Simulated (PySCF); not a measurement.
Compound: 1,4-bis(methylsulfanyl)benzene, C8H10S2.
Bonds: C1–S2, S2–C3, C3–C4 (aromatic), C4–C5 (aromatic), C5–C6 (aromatic), C6–S7, S7–C8, C6–C9 (aromatic), C9–C10 (aromatic), C3–C10 (aromatic). Hydrogens: H11, H12, H13 on C1; H14 on C4; H15 on C5; H16, H17, H18 on C8; H19 on C9; H20 on C10.

Level of theory: PySCF 2.14.0, PBE0-D3(BJ)/def2-SVP geometry optimisation, gas phase.

Question: What internal coordinates does the optimisation give?

Answer: 
| bond | length (pm) | order |
| --- | --- | --- |
| C1–S2, S7–C8 | 179.7 | single |
| S2–C3, C6–S7 | 176.3 | single |
| C3–C4 and 3 like bonds | 140.1 | aromatic |
| C4–C5, C9–C10 | 139.0 | aromatic |
| C1–H11 and 5 like bonds | 110.0 | single |
| C4–H14 and 3 like bonds | 109.2 | single |

Bonds in one row agree within 1 pm and their mean is given. Orders are formal, as drawn. A selection of angles:
| angle | degrees |
| --- | --- |
| S2–C1–H11 | 112.1 |
| S2–C1–H12 | 105.7 |
| H11–C1–H12 | 108.6 |
| C1–S2–C3 | 103.2 |
| S2–C3–C4 | 124.8 |
| S2–C3–C10 | 116.9 |
| C4–C3–C10 | 118.3 |
| C3–C4–C5 | 120.6 |
| C3–C4–H14 | 120.8 |
| C5–C4–H14 | 118.6 |
| C6–C5–H15 | 119.6 |

Torsions: C1–S2–C3–C4 6° (synperiplanar); C5–C6–S7–C8 -178° (antiperiplanar). The mirror-image conformer, all signs reversed, is as good.

Of the pairs four or more bonds apart, C8···H19 is among the closest relative to their van der Waals radii: 2.55 Å, 88 % of the sum of Bondi's values. The 6-membered ring C3–C4–C5–C6–C9–C10 has internal angles of 118.3° to 121.2°; it is planar, 0.00 Å rms from its mean plane, widest ring torsion 0°. The C–S distances run from 1.763 Å (C6–S7, drawn single) to 1.798 Å (C1–S2, drawn single), a spread of 0.035 Å.

Point group: near C2h, missed by 0.30 Å at most; the miss may be what the optimiser left on a soft mode (C2 holds within 0.08 Å). No PBE0-D3(BJ)/def2-SVP frequencies stand behind this structure, so it isn't proved a minimum. The numbers are those of one conformer.
